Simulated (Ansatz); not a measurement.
`[CH3][SnH]([CH3])[OH]`, 12 atoms. Total charge 0; spin multiplicity 1. Correlated methods include outer-core shells of Sn, which these sets cover unevenly. Sn: def2 effective core potential. All runs use 4 threads of a server CPU on a shared host. Correlated methods freeze the cores.

How many basis functions does each run have, and how long does it take in Ansatz? RKS PBE0-D4/def2-SVP energy; RKS BHLYP-D4/def2-TZVPP energy; RHF-CCSD(T)/def2-TZVPP energy; RKS PBE0-D4/def2-TZVP frequencies; RHF-MP2/def2-QZVPP energy; RKS ωB97M-V/def2-QZVPP energy; RKS ωB97M-V/def2-SVP energy; RKS PBE0-D4/def2-TZVP relaxation (12 steps); direct RPA on PBE orbitals/def2-TZVPP energy; RKS B97M-V/def2-TZVPP energy; RKS BLYP-D4/def2-TZVPP energy; RHF-CCSD(T)/def2-SVP energy. (Estimate.)

Ansatz gave: Other jobs shared the machine, so times are rough.

```tsv
level	job	functions	wall time	peak host memory (GiB)
RKS PBE0-D4/def2-SVP	energy	108	1.1 s	0.24
RKS BLYP-D4/def2-TZVPP	energy	255	2.4 s	0.31
RKS BHLYP-D4/def2-TZVPP	energy	255	3.6 s	0.63
RKS ωB97M-V/def2-SVP	energy	108	4.9 s	0.34
direct RPA on PBE orbitals/def2-TZVPP	energy	255	8.5 s	0.7
RHF-CCSD(T)/def2-SVP	energy	108	10 s	0.6
RKS B97M-V/def2-TZVPP	energy	255	12 s	0.41
RKS ωB97M-V/def2-QZVPP	energy	493	23 s	2
RHF-MP2/def2-QZVPP	energy	493	27 s	3
RKS PBE0-D4/def2-TZVP	relaxation (12 steps)	191	45 s	0.5
RKS PBE0-D4/def2-TZVP	frequencies	191	3.2 min	0.5
RHF-CCSD(T)/def2-TZVPP	energy	255	5.2 min	6.4
```
